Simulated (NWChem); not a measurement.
# C$_{4}$H$_{7}$N; SMILES C(C=C=C)N

```xyz
12

C     -0.4882    -2.1696     0.0000
C      0.2621    -1.0962     0.0000
C      0.9980    -0.0118     0.0000
C      0.4434     1.3976     0.0000
N     -0.9899     1.5450     0.0000
H     -0.8099    -2.6415    -0.9353
H     -0.8099    -2.6415     0.9353
H      2.0916    -0.1194     0.0000
H      0.8590     1.9303     0.8747
H      0.8590     1.9303    -0.8747
H     -1.3863     1.0718     0.8107
H     -1.3863     1.0718    -0.8107
```
Atoms are numbered in this order, from 1.

Structure relaxed at the PBE0/def2-SVP level.

Q: Give the principal values of the shielding tensors (ppm) of C1, C2, C3, C4, N5 from PBE0/pcSseg-1, GIAO (NWChem), with their diamagnetic and paramagnetic parts as GIAO splits them.

A: 
| atom | σ11 | σ22 | σ33 | isotropic | diamagnetic | paramagnetic |
|---|---|---|---|---|---|---|
| C1 | 5.1 | 128.1 | 167.0 | 100.1 | 260.1 | -160.0 |
| C2 | -60.9 | -42.4 | -6.5 | -36.6 | 262.0 | -298.6 |
| C3 | 0.2 | 103.1 | 140.0 | 81.1 | 259.1 | -178.0 |
| C4 | 125.9 | 140.2 | 159.1 | 141.7 | 244.4 | -102.6 |
| N5 | 205.0 | 238.1 | 261.5 | 234.9 | 317.9 | -83.0 |
